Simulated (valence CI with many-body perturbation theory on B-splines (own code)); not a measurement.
E1 line list for Te3+

Computed by relativistic CI+MBPT: three valence electrons over a frozen Dirac-Fock core [Kr] 4d10, a basis of 11 s, 11 p, 10 d, 8 f, 5 g, 2 h functions for each j, with the one-electron correlation potential Σ1, the two-electron term Σ2, the three-electron term Σ3, Breit, model QED; selected CI, second order for the rest, scaled by the run's own slope (own B-spline code, finite nucleus).

Set against measurement, 9 paired levels are off by 319 cm⁻¹ on average, the worst by 715. These come from a selection out of Moore, Atomic Energy Levels, vol. III, NSRDS-NBS 35 (1971 reprint of NBS Circular 467, 1958), an old analysis. Levels without a partner in it may be off by more.

Lines 351 to 400 of 591 in falling wavelength, among levels below 267748 cm⁻¹, chosen from the strongest by gf and those to the six lowest levels. Wavelengths and rates use the calculated energies, so an error of 300 cm⁻¹ moves a line at 1438 Å by 0.43 % and its rate by three times that or more. Electric multipoles are in the length gauge, E1 and E2 with the static RPA response of the core. Weak lines are less certain than strong ones. Lines between different terms over intervals too small for the method are left out, as are lines whose strength nearly cancels. Where a level lies close to another of its J and parity, the split of strength between their lines is uncertain. The highest levels of a list are the least certain.

Names give the largest LS component (configuration and term), which can be under half, so a name can repeat, a term be missing and a line seem to break the LS rules; names also repeat where a configuration has a term twice. Letters in brackets count levels of one name in rising energy.

```csv
λ vac (Å),Upper,Lower,A (s⁻¹),S (a.u.)
1438,5s2 6p 2P°_3/2,5s 5p2 2D_5/2,2.06e+08,1.21e+00
1430,4f 5s 5p 4F_5/2,5p3 2D°_3/2,2.60e+08,2.25e+00
1397,5s2 6p 2P°_3/2,5s 5p2 2D_3/2,2.69e+07,1.45e-01
1395,4f 5s 5p 4G_7/2,5p3 2D°_5/2,8.16e+07,8.74e-01
1383,5s 5p 6p 2D_5/2,5p3 2D°_5/2,7.90e+07,6.18e-01
1367,5s2 7d 2D_5/2,5s2 6p 2P°_3/2,6.76e+07,5.11e-01
1363,4f 5s 5p 4G_5/2 [b],5p3 2D°_3/2,1.84e+08,1.38e+00
1338,5s2 8s 2S_1/2,5s2 6p 2P°_3/2,2.43e+08,5.75e-01
1322,5s2 7d 2D_3/2,5s2 6p 2P°_1/2,1.23e+08,5.63e-01
1293,5p3 2P°_1/2,5s 5p2 2S_1/2,2.00e+08,4.28e-01
1293,5s2 8s 2S_1/2,5s2 6p 2P°_1/2,1.73e+08,3.68e-01
1281,4f 5s2 2F°_7/2,5s 5p2 2D_5/2,5.99e+08,4.97e+00
1277,4f 5s 5p 2G_7/2,5p3 2D°_5/2,8.46e+07,6.96e-01
1251,5s2 6g 2G_7/2,4f 5s2 2F°_5/2,3.11e+08,2.40e+00
1249,5s2 6g 2G_9/2,4f 5s2 2F°_7/2,3.01e+08,2.89e+00
1246,4f 5s2 2F°_5/2,5s 5p2 2D_3/2,5.96e+08,3.42e+00
1245,4f 5s 5p 4G_9/2,4f 5s2 2F°_7/2,3.86e+07,3.68e-01
1234,5p3 2D°_3/2,5s 5p2 2D_5/2,1.26e+08,4.68e-01
1213,4f 5s 5p 2D_5/2,5p3 2D°_5/2,4.01e+08,2.12e+00
1203,5p3 2D°_3/2,5s 5p2 2D_3/2,1.23e+08,4.25e-01
1199,5s 5p2 2D_3/2,5s2 5p 2P°_3/2,1.42e+06,4.85e-03
1188,5p3 2D°_5/2,5s 5p2 2D_5/2,2.57e+08,1.28e+00
1187,4f 5s 5p 2G_7/2,4f 5s2 2F°_5/2,1.20e+08,7.92e-01
1171,5s 5p2 2D_5/2,5s2 5p 2P°_3/2,1.66e+08,7.89e-01
1168,4f 5s 5p 2D_5/2,5p3 2D°_3/2,6.25e+07,2.95e-01
1160,5s2 6p 2P°_3/2,5s 5p2 4P_5/2,1.15e+07,3.56e-02
1160,5p3 2D°_5/2,5s 5p2 2D_3/2,1.00e+07,4.63e-02
1147,5s 5p 5d 2F°_7/2 [a],5s2 5d 2D_5/2,1.45e+08,8.67e-01
1145,5s 5p 5d 2F°_5/2 [a],5s 5p2 2P_3/2,8.92e+07,3.97e-01
1137,5p3 4S°_3/2,5s 5p2 2D_3/2,1.36e+07,3.96e-02
1135,5s2 6p 2P°_1/2,5s 5p2 4P_3/2,1.94e+06,2.80e-03
1129,4f 5s 5p 2D_5/2,4f 5s2 2F°_7/2,9.48e+07,4.04e-01
1128,4f 5s 5p 2G_9/2,4f 5s2 2F°_7/2,1.11e+08,7.88e-01
1123,4f 5s 5p 2D_3/2,5p3 2D°_3/2,2.14e+08,5.99e-01
1107,5s 5p 5d 2D°_3/2 [a],5s 5p2 2S_1/2,1.52e+08,4.07e-01
1098,5s2 5f 2F°_5/2,5s2 5d 2D_5/2,9.25e+07,3.63e-01
1095,5s 5p 5d 2D°_5/2 [a],5s 5p2 2P_3/2,1.65e+08,6.42e-01
1094,5s2 5f 2F°_7/2,5s2 5d 2D_5/2,1.12e+09,5.79e+00
1089,5s2 5f 2F°_5/2,5s2 5d 2D_3/2,1.09e+09,4.15e+00
1080,5s 5p2 2D_3/2,5s2 5p 2P°_1/2,3.62e+08,8.99e-01
1075,5s 5p 6s 2P°_3/2 [a],5s2 5d 2D_5/2,1.55e+08,3.82e-01
1056,4f 5s2 2F°_7/2,5s 5p2 4P_5/2,7.66e+07,3.56e-01
1054,4f 5s2 2F°_5/2,5s 5p2 4P_5/2,5.20e+06,1.80e-02
1046,5s 5p 5d 4F°_3/2,5s 5p2 2D_3/2,7.36e+07,1.66e-01
1031,5s2 7p 2P°_3/2,5s 5p2 2P_3/2,2.40e+08,5.19e-01
1023,5p3 2D°_3/2,5s 5p2 4P_5/2,4.19e+08,8.87e-01
1010,5s 5p 5d 2P°_3/2 [a],5s2 5d 2D_3/2,2.03e+08,4.14e-01
1006,4f 5s2 2F°_5/2,5s 5p2 4P_3/2,8.22e+06,2.48e-02
1002,5s 5p 5d 2D°_3/2 [a],5s 5p2 2P_1/2,8.13e+08,1.62e+00
994.9,5s 5p2 2P_1/2,5s2 5p 2P°_3/2,5.31e+07,5.17e-02
```
